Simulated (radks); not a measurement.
The numbers below are computed, except where a source is named.
Er3+, 65 electrons, occupied as [Kr] 4d10 4f11 5s2 5p5 6p1 (not the ground configuration). Level of theory: scalar-relativistic Kohn-Sham, PBEsol, spin-polarised, spherical densities, point nucleus; open shells are filled with parallel spins first (spin-orbit coupling, left out, can overturn this in heavy ions) (a radial shooting solver on a logarithmic mesh with Libxc functionals).

Local quantities along the radius. ELF = 1/(1 + alpha^2) is the electron localisation function; alpha = (tau - tau_W)/tau_unif compares the Pauli kinetic energy density with that of the uniform gas (summed over spins); 4 pi r^2 rho is in e/bohr; -r V(r) is the screened charge that the Kohn-Sham potential of spin up presents (atomic units); s = |grad rho|/(2 (3 pi^2)^(1/3) rho^(4/3)) is the reduced gradient. tau is taken from the large components.

r (bohr)     ELF    alpha  4 pi r^2 rho  -r V(r)       s
0.000741   0.999  0.02320         3.282    67.74   1.022
0.0008626  0.999  0.02336         4.202    67.69  0.9357
0.001004   0.999  0.02365         5.366    67.63  0.8616
0.001169   0.999  0.02413         6.829    67.56  0.7983
0.001361   0.999  0.02480         8.660    67.48  0.7446
0.001584   0.999  0.02571         10.93    67.39  0.6994
0.001845   0.999  0.02693         13.74    67.29  0.6618
0.002147   0.999  0.02851         17.16    67.16  0.6310
0.0025     0.999  0.03057         21.28    67.02  0.6065
0.00291    0.999  0.03324         26.19    66.85  0.5877
0.003388   0.999  0.03672         31.94    66.66  0.5743
0.003944   0.998  0.04129         38.53    66.43  0.5661
0.004592   0.998  0.04737         45.91    66.17  0.5629
0.005345   0.997  0.05561         53.93    65.88  0.5647
0.006223   0.996  0.06697         62.31    65.53  0.5717
0.007245   0.993  0.08302         70.64    65.14  0.5840
0.008367   0.989   0.1048         77.98    64.71  0.6006
0.00974    0.981   0.1387         84.53    64.20  0.6234
0.01134    0.965   0.1905         89.21    63.62  0.6509
0.0132     0.931   0.2715         91.48    62.96  0.6811
0.01537    0.863   0.3990         91.16    62.22  0.7090
0.01789    0.738   0.5953         88.62    61.38  0.7248
0.02083    0.567   0.8731         84.93    60.43  0.7115
0.02425    0.413    1.191         81.80    59.37  0.6500
0.02823    0.335    1.410         81.29    58.19  0.5367
0.03286    0.345    1.379         85.07    56.90  0.4053
0.03825    0.438    1.133         93.55    55.47  0.3104
0.04453    0.577   0.8554         105.1    53.91  0.2801
0.05184    0.693   0.6655         116.1    52.19  0.3049
0.06036    0.743   0.5888         122.2    50.31  0.3626
0.07026    0.716   0.6301         120.1    48.27  0.4318
0.0818     0.600   0.8160         110.8    46.09  0.4844
0.09523    0.433    1.144         99.32    43.75  0.4740
0.1109     0.342    1.387         92.90    41.28  0.3697
0.1291     0.398    1.230         95.67    38.72  0.2471
0.1502     0.563   0.8810         104.4    36.07  0.2167
0.1749     0.701   0.6529         109.6    33.35  0.2813
0.2036     0.732   0.6048         102.5    30.59  0.3980
0.237      0.622   0.7803         83.13    27.81  0.5263
0.276      0.367    1.314         61.91    25.02  0.5665
0.3213     0.241    1.775         50.68    22.26  0.3779
0.374      0.374    1.293         52.27    19.63  0.1760
0.4354     0.615   0.7907         58.52    17.05  0.1874
0.5069     0.714   0.6325         59.05    14.60  0.2993
0.5901     0.683   0.6810         50.51    12.39  0.4311
0.6869     0.555   0.8961         37.39    10.49  0.5496
0.7997     0.398    1.230         25.82    8.893  0.6071
0.931      0.336    1.405         18.42    7.609  0.5773
1.075      0.396    1.236         14.30    6.649  0.5482
1.252      0.511   0.9782         11.02    5.848  0.6134
1.457      0.563   0.8811         7.772    5.218  0.7944
1.696      0.481    1.039         4.722    4.717   1.094
1.975      0.246    1.751         2.449    4.311   1.496
2.299      0.071    3.626         1.182    4.006   1.768
2.676      0.054    4.168        0.6741    3.799   1.428
3.116      0.175    2.169        0.5110    3.833   1.094
3.627      0.375    1.291        0.3939    3.777   1.429
4.223      0.383    1.269        0.2442    3.588   2.259
4.916      0.238    1.791        0.1132    3.450   3.687
5.723      0.085    3.285       0.03816    3.409   6.418
6.662      0.016    7.791      0.008926    3.333   12.42
7.756      0.002    24.65      0.001361    3.206   27.24
9.029      0.000    107.7     0.0001280    3.101   68.97

On this mesh the ELF has minima near r = 0.028, 0.11, 0.32, 0.93, 2.7 bohr, which separate the shells, and maxima near 0.060 (0.74), 0.20 (0.73), 0.51 (0.71), 1.5 (0.56), 4.2 (0.38).
